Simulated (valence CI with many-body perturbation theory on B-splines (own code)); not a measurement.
## Questions on Tl⁷⁶⁺

Method: relativistic CI+MBPT: three valence electrons over a frozen Dirac-Fock core [He], a basis of 9 s, 9 p, 8 d, 6 f, 3 g, 1 h functions for each j, with the one-electron correlation potential Σ1 (screened to all orders), the two-electron term Σ2, the three-electron term Σ3, Breit, model QED; selected single and double excitations, second order for the rest, scaled by the run's own slope (own B-spline code, finite nucleus).

The last digits are not significant, and no measured levels were compared; by estimate large intervals hold to a few tenths of a per cent, small ones and those within an open d or f shell to about a per cent.

Levels are named by their leading jj configuration (3d3/2^4 stands for four electrons in 3d with j = 3/2), which in mixed levels can hold well under half, so a name can repeat and another be missing.

Rates and lifetimes use the calculated energies. Strong lines usually hold to 10 to 20 %, long lifetimes can be off by a factor of two.

**Question.** What is the ground level?

**Answer.** (2s^2 2p1/2) J=1/2, composition 100 % 2s2 2p 2P°, g = 0.603.

**Question.** What are the static dipole polarisabilities of the lowest levels?

**Answer.** (2s^2 2p1/2) J=1/2 9.54e-05 bohr³, of which the core gives 1.41e-07.

**Question.** How well does LS coupling describe the low levels?

**Answer.** Among the lowest 20 levels the leading LS term, summed over configurations, holds 76 % on average. For single configurations the figures are 75 % in LS and 99 % in jj coupling. Terms mix most in the J = 1/2 level at 319 eV, where the leading one holds 48 %.

**Question.** Where does the other parity begin?

**Answer.** At (2s 2p1/2^2) J=1/2, 319 eV.

**Question.** What is the ionisation energy?

**Answer.** 23248 eV; NIST lists 23250 ± 110 eV (theoretical).

**Question.** Name the longest-lived excited levels whose lifetime is computed, and their main decay.

**Answer.** (2s 2p1/2 2p3/2) J=5/2 at 2490 eV lives 87.9 ps, mostly by E1 to (2s^2 2p3/2) J=3/2; (2s 2p1/2^2) J=1/2 at 319 eV lives 30.4 ps, mostly by E1 to (2s^2 2p1/2) J=1/2; (2s^2 2p3/2) J=3/2 at 2222 eV lives 6.28 ps, mostly by E1 to (2s 2p1/2^2) J=1/2.

**Question.** Among levels below 14754 eV, which E1 lines absorb most strongly from the ground level?

**Answer.** to (2s^2 3d3/2) J=3/2 at 0.08858 nm, f = 0.538; to (2s 2p1/2 2p3/2) J=3/2 at 0.4813 nm, f = 0.203; to (2s 2p1/2 3p1/2) J=3/2 at 0.09180 nm, f = 0.192.
